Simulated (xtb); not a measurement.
F$_{3}$Y, charge +1, doublet, geometry from GFN2-xTB (such geometries of metal compounds can be far from the true shape) (the multiplicity is a formal guess).

Input for xtb:
```
$ xtb mol.xyz --gfn 2 --chrg 1 --uhf 1 --etemp 3000 --json

# file mol.xyz
4

Y      0.08807380    -0.18615281    -0.44359134
F     -1.56664865    -0.60685022     0.72245082
F     -0.12233149     1.82469186    -0.01117909
F      1.30732700    -0.41117949     1.21095743
```

### Question
What does this run give for the partial charges in atom order, total energy (a free energy at this electronic temperature)?

### Answer

| Item | Result |
|---|---|
| partial charges in atom order | Y1 0.88, F2 0.04, F3 0.04, F4 0.04 |
| total energy (a free energy at this electronic temperature) | -14.9602 Eh |
